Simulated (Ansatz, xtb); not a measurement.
# Relative energy of two structures of BClHLiO

We compare I, a singlet given by its coordinates, with II, a singlet given by its coordinates. Both are isolated molecules in the gas phase, relaxed with B3LYP-D3(BJ)/6-311G**.

I (Å):

```xyz
5

B     0.0000    0.0000   -1.6591
Cl    0.0000    0.0000    3.4986
Li    0.0000    0.0000    1.4402
O     0.0000    0.0000   -0.4553
H     0.0000    0.0000   -2.8245
```

Close contacts (Å): B1–O4 1.20, Cl2–Li3 2.06, Li3–O4 1.90, B1–H5 1.17.

II (Å):

```xyz
5

B     0.2012   -0.9255    0.0555
Cl   -1.3889   -0.1534    1.1563
Li   -0.2371    1.3282   -0.0686
O     0.7938   -0.0272   -0.6033
H     0.2440   -2.0884    0.2652
```

Close contacts (Å): B1–Cl2 2.08, B1–Li3 2.30, B1–O4 1.26, Cl2–Li3 2.24, Li3–O4 1.78, B1–H5 1.18.

Question: Estimate E(II) − E(I) at the level CCSD(T)/def2-TZVPP.

Answer: Calculated at CCSD(T)/def2-TZVPP: E(II) − E(I) = −10.0 kcal/mol, so structure II lies lower.

How the difference moves with the method:

```tsv
level	geometry	E(II) − E(I) (kcal/mol)	departure from the last row (kcal/mol)	job, with rough time for the two
GFN2-xTB	GFN2-xTB	−3.1	+7.0	optimisation, 0.23 s
HF/STO-3G	GFN2-xTB	+9.1	+19.1	single point, 0.28 s
r2SCAN-D4/def2-SVP	GFN2-xTB	−15.2	−5.2	single point, 3.4 s
B3LYP-D3(BJ)/6-311G**	B3LYP-D3(BJ)/6-311G**	−6.5	+3.5	optimisation, 39 s
HF/def2-TZVPP	B3LYP-D3(BJ)/6-311G**	−2.7	+7.3	part of the CCSD(T) run
MP2/def2-TZVPP	B3LYP-D3(BJ)/6-311G**	−10.2	−0.2	part of the CCSD(T) run
CCSD(T)/def2-TZVPP	B3LYP-D3(BJ)/6-311G**	−10.0		single point, 29 s
```

HF/STO-3G puts the two in the other order. The largest departure from CCSD(T)/def2-TZVPP is that of HF/STO-3G, 19.1 kcal/mol.

With harmonic frequencies from B3LYP-D3(BJ)/6-311G** (ideal gas, rigid rotor, one conformer each, 298.15 K, 1 atm): on the last row, ΔE + ΔZPE = −9.4 kcal/mol. A mode under 50 cm⁻¹ makes harmonic enthalpies and free energies unreliable, so none is given.

The correlated steps freeze 7 core orbitals; the last core shell of Li is correlated, in a basis made for valence electrons. Programs: Ansatz 0.2.0, xtb 6.7.1; the last row on 1 thread of Arm Neoverse V1 on a shared host.
